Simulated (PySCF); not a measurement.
**UHF on N⁺ (nitrogen, charge +1)**

Configuration: [He] 2s1 2p2 3s1, high-spin 5P determinant (an excited configuration). All numbers are calculated (PySCF 2.14, the spin-free X2C one-electron Hamiltonian (Gaussian nucleus), in aug-cc-pCVTZ-DK with one added diffuse shell each of s, p, d, f type (8s7p5d3f, 75 functions)).

```
Total energy                                                  : -53.060697 hartree
One-electron energy                                           : -67.2271 hartree
Hartree (Coulomb) energy                                      : 20.2624 hartree
Exchange energy                                               : -6.0960 hartree
⟨S²⟩                                                          : 6.0000
⟨L²⟩                                                          : 2.014
Sum of ⟨r⟩                                                    : 7.701 bohr
Sum of ⟨r²⟩                                                   : 21.40 bohr²
Traceless quadrupole moment −½Σ⟨3z² − r²⟩ along its main axis : 0.190 e·bohr²
Langevin diamagnetic susceptibility                           : -16.9 ×10⁻⁶ cm³/mol
```

```csv
shell,electrons,mean orbital energy (hartree),"rms radius, mean of both spins (bohr)"
1s α,1,-16.81921,0.265
1s β,1,-16.64176,0.265
2s α,1,-2.01841,1.25
2p α,2,-1.50513,1.26
3s α,1,-0.40465,4.07
```

The outer electron is Rydberg-like, and this basis confines it to a smaller radius and binds it less than a complete one would.

Spin-orbit constants ζ (cm⁻¹) from the X2C one-electron operator on these orbitals: bare nucleus, nucleus screened by l(l+1)(2l+1)/3 electrons, and screened by the Breit-Pauli mean field of the electrons.

```json
{"shell": "2p", "bare": "182.3", "screened nucleus": "130.2", "mean field": "110.3"}
```

To first order the Landé constant is A = 27.58 cm⁻¹, so the lowest level has J = 1 and lies 0.0103 eV below the centre of the term. This holds in LS coupling only.
